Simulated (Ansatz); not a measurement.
Reaction R1 + R2 → P1 + P2, each structure at its B3LYP-D3(BJ)/def2-TZVP stationary point, reached from a drawn start (curvature not checked).
R1, H7NSi2 (SMILES [SiH3]N[SiH3]) (charge 0, multiplicity 1):
| atom | x (Å) | y (Å) | z (Å) |
|---|---|---|---|
| Si | 1.5143 | -0.2510 | 0.3234 |
| N | -0.0067 | -0.3906 | -0.4889 |
| Si | -1.5098 | 0.3973 | -0.1532 |
| H | 2.6148 | -0.0749 | -0.6555 |
| H | 1.4354 | 0.9274 | 1.2131 |
| H | 1.8406 | -1.4476 | 1.1402 |
| H | -0.0387 | -1.0825 | -1.2267 |
| H | -2.5125 | -0.5144 | 0.4542 |
| H | -2.1061 | 0.9372 | -1.3995 |
| H | -1.2314 | 1.4991 | 0.7929 |
R2: H2O (SMILES O), charge 0, multiplicity 1.
P1: H5NSi (SMILES N[SiH3]), charge 0, multiplicity 1.
P2: H4OSi (SMILES O[SiH3]), charge 0, multiplicity 1.

P less R. No zero-point or thermal terms.

Frozen-core correlation throughout. CBS(a, b) extrapolates the correlation energy as X⁻³ and adds the Hartree–Fock energy of set b.

The values were computed with Ansatz (an electronic-structure program). No computed number here is a measurement.

Task: Predict the reaction energy from CCSD/cc-pV(Q+d)Z.

Result: -7.4 kcal/mol

Task: Estimate the reaction energy that CCSD(T)/CBS(cc-pV(T+d)Z, cc-pV(Q+d)Z) returns for this input.

Result: -7.0 kcal/mol

Task: Give the reaction energy at the level CCSD/cc-pV(D+d)Z.

Result: -6.3 kcal/mol
